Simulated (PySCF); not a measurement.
Isomers of C8H7N, one conformer each; single-point electronic energies without zero-point terms and without any empirical dispersion term.

Level: wB97X-D/pcSseg-2 in PySCF, non-relativistic, each on one gas-phase PBE0-D3(BJ)/def2-TZVP geometry that isn't relaxed in the solvent. The solvent is an IEF-PCM continuum (cavity from Bondi-type radii × 1.2). Only the electrostatic response of the medium enters.

```tsv
isomer	relative energy, gas (kcal/mol)	dipole (D)
indole, `C1=CC=C2NC=CC2=C1`	0.0	2.18
ortho-tolunitrile, `CC1=CC=CC=C1C#N`	9.1	4.39
meta-tolunitrile, `CC1=CC(C#N)=CC=C1`	9.6	5.06
```

Q: How do the relative energies look in chloroform (ε = 4.711)?

A: 
```json
{"isomer": "indole, `C1=CC=C2NC=CC2=C1`", "relative energy, solvent (kcal/mol)": "0.0", "E(solvent) − E(gas) (kcal/mol)": "-4.6", "dipole in solvent (D)": "2.84"}
{"isomer": "ortho-tolunitrile, `CC1=CC=CC=C1C#N`", "relative energy, solvent (kcal/mol)": "9.0", "E(solvent) − E(gas) (kcal/mol)": "-4.8", "dipole in solvent (D)": "5.47"}
{"isomer": "meta-tolunitrile, `CC1=CC(C#N)=CC=C1`", "relative energy, solvent (kcal/mol)": "9.3", "E(solvent) − E(gas) (kcal/mol)": "-5.0", "dipole in solvent (D)": "6.21"}
```

The order is unchanged. meta-tolunitrile, `CC1=CC(C#N)=CC=C1` gains most from the continuum, and it has the largest gas-phase dipole. The gains span 0.4 kcal/mol, the gas-phase energies 9.6 kcal/mol.
